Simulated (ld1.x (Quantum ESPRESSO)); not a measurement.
Building the ultrasoft potential for Lu (Z = 71) (Wu–Cohen, scalar-relativistic).

lutetium (Lu), ultrasoft, made with ld1.x (Quantum ESPRESSO) 7.5 (Wu–Cohen, scalar-relativistic). Core [Kr] 4d10, reference 4f14 5s2 5p6 5d1 6s2 6p0. Waves: 5s (bound): rcut 1.50, rcutus 1.70 bohr; 6s (bound): rcut 1.50, rcutus 1.70 bohr; 5p (bound): rcut 2.15, rcutus 2.40 bohr; 6p (bound, empty): rcut 2.15, rcutus 2.40 bohr; 5d (bound): rcut 1.85, rcutus 2.40 bohr; 5d channel at 0.25 Ry: rcut 1.85, rcutus 2.40 bohr; 4f (bound): rcut 0.60, rcutus 0.70 bohr; 4f channel at 1.35 Ry: rcut 0.60, rcutus 0.70 bohr. Local part: all-electron potential smoothed inside 1.35 bohr (lloc = -1). Core correction: Bessel-smoothed model core inside 0.55 bohr. Augmentation charge: built from norm-conserving waves at rcut, not smoothed further.

Task: Is the overlap operator S = 1 + Σ q|β⟩⟨β| positive definite (Bessel basis up to 400 Ry)?

Result: No: its lowest eigenvalue is -0.557, in the p channel, so the generalised eigenproblem breaks down once the basis is large enough.

Its largest configuration-test error is +681 meV (4f14 5s2 5p6 5d1 6s1 6p0). Test run stopped at test 2 of 7 (negative rho).

A Bessel basis up to 400 Ry misses an occupied level by 1.27 Ry, so cutoffs and ghosts were not judged. Its overlap operator is not positive definite in a basis up to 400 Ry (lowest eigenvalue p -0.56), so the file is unfit for use: the generalised eigenproblem breaks down once the basis is large enough, and its test numbers describe a broken file. The potential misses its own reference levels by up to 1.2 eV, so it is not fit for use.
